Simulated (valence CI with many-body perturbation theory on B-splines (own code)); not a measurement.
**Pt71+: electric-dipole lines**

Computed by configuration interaction combined with many-body perturbation theory (CI+MBPT): five valence electrons over a frozen Dirac-Fock core [He], radial functions for each j: 11 s, 11 p, 10 d, 8 f, 5 g, 2 h, with the one-electron correlation potential Σ1 (screened to all orders), the two-electron term Σ2, the three-electron term Σ3, Breit, model QED; selected single and double excitations, second order for the rest, scaled by the run's own slope (own B-spline code, finite nucleus).

The last digits are not significant, and no measured levels were compared; by estimate large intervals hold to a few tenths of a per cent, small ones and those within an open d or f shell to about a per cent. Among the levels kept, up to 7600 cm⁻¹ of a level comes from second order outside the variational space, and about a tenth of that is noise between levels of different J, which matters for small intervals.

Lines 51 to 100 of 600 in falling wavelength, among levels below 120370 × 10³ cm⁻¹, chosen from the strongest by gf and those to the six lowest levels. Wavelengths and rates use the calculated energies. Electric multipoles are in the length gauge, E1 and E2 with the static RPA response of the core. Weak lines are less certain than strong ones. Lines between different terms over intervals too small for the method are left out, as are lines whose strength nearly cancels. The highest levels of a list are the least certain.

Levels are named by their leading jj configuration (3d3/2^4 stands for four electrons in 3d with j = 3/2), which in mixed levels can hold well under half, so a name can repeat and another be missing. Letters in brackets count levels of one name in rising energy.

```
λ vac (nm)                               Upper                               Lower   A (s⁻¹)  S (a.u.)
     3.018          (2s 2p1/2^2 2p3/2^2) J=1/2          (2s^2 2p1/2 2p3/2^2) J=1/2  8.14e+10  2.21e-03
     2.677       (2p1/2^2 2p3/2^2 3p3/2) J=7/2      (2s 2p1/2 2p3/2^2 3p3/2) J=9/2  1.26e+11  9.51e-03
     2.639          (2s 2p1/2^2 2p3/2^2) J=3/2          (2s^2 2p1/2 2p3/2^2) J=5/2  9.46e+10  3.43e-03
     2.516          (2s 2p1/2^2 2p3/2^2) J=3/2          (2s^2 2p1/2 2p3/2^2) J=3/2  2.96e+10  9.29e-04
     2.053  (2s 2p1/2 2p3/2^2 3d3/2) J=5/2 [e]  (2s 2p1/2 2p3/2^2 3p1/2) J=3/2 [d]  4.19e+11  1.07e-02
     2.048  (2s 2p1/2 2p3/2^2 3d3/2) J=3/2 [e]  (2s 2p1/2 2p3/2^2 3p1/2) J=1/2 [c]  5.36e+11  9.09e-03
     2.036  (2s 2p1/2 2p3/2^2 3d3/2) J=7/2 [b]  (2s 2p1/2 2p3/2^2 3p1/2) J=5/2 [b]  6.63e+11  2.21e-02
     2.035  (2s^2 2p1/2 2p3/2 3d3/2) J=5/2 [b]  (2s^2 2p1/2 2p3/2 3p1/2) J=3/2 [b]  8.56e+11  2.13e-02
     2.027  (2s 2p1/2 2p3/2^2 3d3/2) J=3/2 [f]  (2s 2p1/2 2p3/2^2 3p1/2) J=3/2 [d]  6.91e+11  1.14e-02
     2.023  (2s 2p1/2 2p3/2^2 3p3/2) J=3/2 [a]     (2s 2p1/2 2p3/2^2 3s) J=5/2 [b]  4.35e+11  7.12e-03
     2.020  (2s 2p1/2 2p3/2^2 3d3/2) J=5/2 [b]  (2s 2p1/2 2p3/2^2 3p1/2) J=5/2 [b]  1.07e+12  2.62e-02
     2.018  (2s 2p1/2 2p3/2^2 3d5/2) J=5/2 [a]  (2s 2p1/2 2p3/2^2 3p1/2) J=3/2 [d]  4.58e+11  1.11e-02
     2.017  (2s 2p1/2 2p3/2^2 3p3/2) J=5/2 [a]     (2s 2p1/2 2p3/2^2 3s) J=3/2 [a]  9.62e+11  2.34e-02
     2.015  (2s^2 2p1/2 2p3/2 3d3/2) J=3/2 [b]  (2s^2 2p1/2 2p3/2 3p1/2) J=3/2 [b]  9.70e+11  1.57e-02
     2.010  (2s 2p1/2 2p3/2^2 3p3/2) J=7/2 [b]     (2s 2p1/2 2p3/2^2 3s) J=5/2 [b]  8.78e+11  2.82e-02
     1.997  (2s 2p1/2 2p3/2^2 3d3/2) J=3/2 [b]  (2s 2p1/2 2p3/2^2 3p1/2) J=5/2 [b]  1.44e+12  2.27e-02
     1.992  (2s 2p1/2 2p3/2^2 3d3/2) J=1/2 [d]  (2s 2p1/2 2p3/2^2 3p1/2) J=1/2 [c]  8.71e+11  6.80e-03
     1.992  (2s 2p1/2 2p3/2^2 3p3/2) J=3/2 [e]     (2s 2p1/2 2p3/2^2 3s) J=1/2 [c]  9.39e+11  1.47e-02
     1.990  (2s^2 2p1/2 2p3/2 3d3/2) J=5/2 [a]      (2s^2 2p1/2 2p3/2 3p1/2) J=5/2  2.88e+11  6.72e-03
     1.988  (2s 2p1/2 2p3/2^2 3p3/2) J=1/2 [a]     (2s 2p1/2 2p3/2^2 3s) J=3/2 [a]  2.14e+12  1.66e-02
     1.981  (2s^2 2p1/2 2p3/2 3d3/2) J=1/2 [b]  (2s^2 2p1/2 2p3/2 3p1/2) J=3/2 [b]  1.22e+12  9.39e-03
     1.980  (2s 2p1/2 2p3/2^2 3p3/2) J=1/2 [c]     (2s 2p1/2 2p3/2^2 3s) J=1/2 [c]  1.87e+12  1.43e-02
     1.980  (2s 2p1/2^2 2p3/2 3p3/2) J=3/2 [a]     (2s 2p1/2^2 2p3/2 3s) J=3/2 [a]  1.71e+12  2.62e-02
     1.979  (2s^2 2p1/2 2p3/2 3p3/2) J=3/2 [a]     (2s^2 2p1/2 2p3/2 3s) J=3/2 [b]  9.80e+11  1.50e-02
     1.979       (2p1/2^2 2p3/2^2 3p3/2) J=5/2          (2p1/2^2 2p3/2^2 3s) J=3/2  9.70e+11  2.23e-02
     1.975       (2p1/2^2 2p3/2^2 3p3/2) J=1/2          (2p1/2^2 2p3/2^2 3s) J=3/2  2.00e+12  1.52e-02
     1.974  (2s 2p1/2 2p3/2^2 3p3/2) J=5/2 [c]     (2s 2p1/2 2p3/2^2 3s) J=3/2 [d]  6.82e+11  1.55e-02
     1.971  (2s 2p1/2^2 2p3/2 3d3/2) J=5/2 [a]      (2s 2p1/2^2 2p3/2 3p1/2) J=5/2  8.43e+11  1.91e-02
     1.970  (2s 2p1/2 2p3/2^2 3p3/2) J=7/2 [c]     (2s 2p1/2 2p3/2^2 3s) J=5/2 [c]  2.24e+12  6.76e-02
     1.970  (2s 2p1/2^2 2p3/2 3d3/2) J=3/2 [b]  (2s 2p1/2^2 2p3/2 3p1/2) J=3/2 [b]  6.30e+11  9.52e-03
     1.970  (2s 2p1/2^2 2p3/2 3d3/2) J=5/2 [a]  (2s 2p1/2^2 2p3/2 3p1/2) J=3/2 [a]  7.35e+11  1.66e-02
     1.969          (2s^2 2p3/2^2 3p3/2) J=5/2             (2s^2 2p3/2^2 3s) J=3/2  1.11e+12  2.52e-02
     1.966          (2s^2 2p3/2^2 3p3/2) J=1/2             (2s^2 2p3/2^2 3s) J=3/2  2.33e+12  1.75e-02
     1.966  (2s 2p1/2^2 2p3/2 3d3/2) J=3/2 [b]      (2s 2p1/2^2 2p3/2 3p1/2) J=1/2  8.25e+11  1.24e-02
     1.965  (2s 2p1/2 2p3/2^2 3d3/2) J=5/2 [a]  (2s 2p1/2 2p3/2^2 3p1/2) J=5/2 [a]  8.67e+11  1.95e-02
     1.960  (2s 2p1/2 2p3/2^2 3d3/2) J=1/2 [b]  (2s 2p1/2 2p3/2^2 3p1/2) J=1/2 [b]  8.96e+11  6.66e-03
     1.955      (2s^2 2p3/2^2 3d3/2) J=3/2 [a]          (2s^2 2p3/2^2 3p1/2) J=3/2  1.27e+12  1.87e-02
     1.955          (2s^2 2p3/2^2 3d3/2) J=7/2          (2s^2 2p3/2^2 3p1/2) J=5/2  1.63e+12  4.80e-02
     1.954          (2s^2 2p3/2^2 3d3/2) J=5/2          (2s^2 2p3/2^2 3p1/2) J=5/2  8.58e+11  1.90e-02
     1.953  (2s 2p1/2 2p3/2^2 3d3/2) J=3/2 [c]  (2s 2p1/2 2p3/2^2 3p1/2) J=1/2 [a]  1.41e+12  2.08e-02
     1.952  (2s 2p1/2 2p3/2^2 3p3/2) J=5/2 [c]     (2s 2p1/2 2p3/2^2 3s) J=3/2 [b]  1.49e+12  3.29e-02
     1.952  (2s 2p1/2^2 2p3/2 3d3/2) J=5/2 [b]  (2s 2p1/2^2 2p3/2 3p1/2) J=3/2 [b]  1.62e+12  3.58e-02
     1.952  (2s^2 2p1/2 2p3/2 3d3/2) J=3/2 [a]  (2s^2 2p1/2 2p3/2 3p1/2) J=3/2 [a]  6.36e+11  9.34e-03
     1.951  (2s 2p1/2^2 2p3/2 3d3/2) J=3/2 [a]  (2s 2p1/2^2 2p3/2 3p1/2) J=3/2 [a]  1.30e+12  1.90e-02
     1.951  (2s 2p1/2^2 2p3/2 3p3/2) J=5/2 [b]     (2s 2p1/2^2 2p3/2 3s) J=3/2 [b]  2.14e+12  4.71e-02
     1.951  (2s 2p1/2 2p3/2^2 3d3/2) J=7/2 [c]  (2s 2p1/2 2p3/2^2 3p1/2) J=5/2 [c]  1.54e+12  4.52e-02
     1.949      (2s^2 2p3/2^2 3d3/2) J=3/2 [b]          (2s^2 2p3/2^2 3p1/2) J=1/2  1.57e+12  2.30e-02
     1.949  (2s^2 2p1/2 2p3/2 3d3/2) J=5/2 [a]  (2s^2 2p1/2 2p3/2 3p1/2) J=3/2 [a]  1.29e+12  2.84e-02
     1.949  (2s 2p1/2 2p3/2^2 3p3/2) J=3/2 [d]     (2s 2p1/2 2p3/2^2 3s) J=3/2 [d]  4.48e+11  6.54e-03
     1.948          (2s^2 2p3/2^2 3d3/2) J=5/2          (2s^2 2p3/2^2 3p1/2) J=3/2  7.57e+11  1.66e-02
```
